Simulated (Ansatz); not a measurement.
Breaking a bond: HI, singlet.

Method: unrestricted PBE/def2-TZVP, def2 effective core potentials past Kr (Ansatz, a quantum-chemistry and plane-wave program).

The batch members p0 to p7 hold the bond at 1.28, 1.36, 1.47, 1.50, 1.57, 1.61, 1.66, 1.71 Å.

Ansatz input:

Ansatz 0.2 input:
```yaml
# input.yaml
basis:
  gaussian: { orbitals: def2-tzvp }
hamiltonian:
  xc: pbe
batch:
  members: [p0.yaml, p1.yaml, p2.yaml, p3.yaml, p4.yaml, p5.yaml, p6.yaml, p7.yaml]

# p4.yaml, one of the 8 members of this batch
crystal:
  periodic: [false, false, false]
  atoms:
    - { symbol: I, position_ang: [0.0, 0.0, 0.0] }
    - { symbol: H, position_ang: [0.0, 0.0, 1.57] }
total_charge: 0
magnetization:
  spin_polarized: true
```

Lines of the output on each member:

```
Member 0: Total energy: -8114.93595329 eV, -298.2183957823 hartree
Member 1: Total energy: -8115.90223600 eV, -298.2539060169 hartree
Member 2: Total energy: -8116.62495026 eV, -298.2804652760 hartree
Member 3: Total energy: -8116.73363129 eV, -298.2844592303 hartree
Member 4: Total energy: -8116.87905785 eV, -298.2898035579 hartree
Member 5: Total energy: -8116.90683194 eV, -298.2908242368 hartree
Member 6: Total energy: -8116.89717348 eV, -298.2904692950 hartree
Member 7: Total energy: -8116.84779977 eV, -298.2886548443 hartree
```

The unrestricted determinant behind UKS-PBE is spin-contaminated at 2.68 to 6.44 Å (<S²> up to 1.0, against 0.00 for a pure singlet).
